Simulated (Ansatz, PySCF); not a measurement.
Reaction (SMILES): Cl[Si]Br + 3 [H][H] (H2) -> Br (HBr) + Cl (HCl) + [SiH4] (SiH4)
Geometries: B3LYP-D3(BJ)/def2-TZVP minima from Ansatz (a first-principles code). Unstable Hartree-Fock reference: Cl[Si]Br.

Property: energy of full hydrogenation (enthalpy at 298 K, with B3LYP-D3(BJ) rigid-rotor harmonic-oscillator terms from PySCF), in kcal/mol. Cores are frozen in the correlated levels unless marked. Spin-orbit coupling is left out. The frozen core is the preceding noble-gas configuration, with the filled d and f shells of earlier blocks. No relativistic terms. Basis-set limits of correlation are two-point, X^-3; Hartree-Fock from the larger set.

CCSD(T)/CBS(def2-TZVPP,def2-QZVPP) (Ansatz) gives 0.8 kcal/mol.

Another calculation gave -2.5 kcal/mol. Which level was it?
(A) PBE-QIDH/def2-TZVPD (Ansatz)
(B) M06-2X/def2-TZVPD (PySCF)
(C) r2SCAN/def2-TZVPD (Ansatz)
(D) HF/def2-TZVPD (PySCF)

A, PBE-QIDH/def2-TZVPD (Ansatz). The others give -10.4 (HF), 1.5 (r2SCAN), 7.0 (M06-2X) kcal/mol.
